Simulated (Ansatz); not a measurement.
Reaction (formal loss of a carbene): `C[O][Al]1[CH2][NH]1` → `[CH2]` (triplet) + `[OH][Al]1[CH2][NH]1`

Gas-phase electronic energies from Ansatz, PBE0-D4/def2-TZVP geometries. CCSD(T)/CBS adds triple-zeta CCSD(T) − MP2 to the extrapolated MP2 energy (def2 sets, frozen cores). This one scheme is used for every species. Functionals use def2-TZVPP. B3LYP here is the variant with VWN-RPA as its local correlation; programs differ in this. Triplets are unrestricted, without spin–orbit coupling. One conformer a species, not always the lowest.

```csv
level,ΔE (kJ/mol),difference from CCSD(T)/CBS
PBE-D4,383.0,10.1
r2SCAN-D4,354.0,-18.9
B3LYP-D4,374.7,1.8
B2PLYP,369.7,-3.2
r2SCAN,352.6,-20.3
MP2/def2-TZVPP,371.4,-1.5
CCSD(T)/def2-TZVPP,364.2,-8.7
HF/def2-QZVPP,243.6,-129.3
HF/CBS(def2),243.7,-129.2
CCSD/CBS(def2),363.3,-9.6
CCSD(T)/CBS,372.9,0
```

Largest T1 diagnostic among the species: 0.013.

From PBE to PBE0 (25 % exact exchange), in def2-TZVPP and without D4, ΔE moves by −8.4 kJ/mol. The D4 term adds +7.4 kJ/mol with B3LYP and +4.0 kJ/mol with PBE0; it sums over pairs of atoms, weighted by their polarisabilities, and B3LYP, whose exchange is more repulsive, gets the larger term.
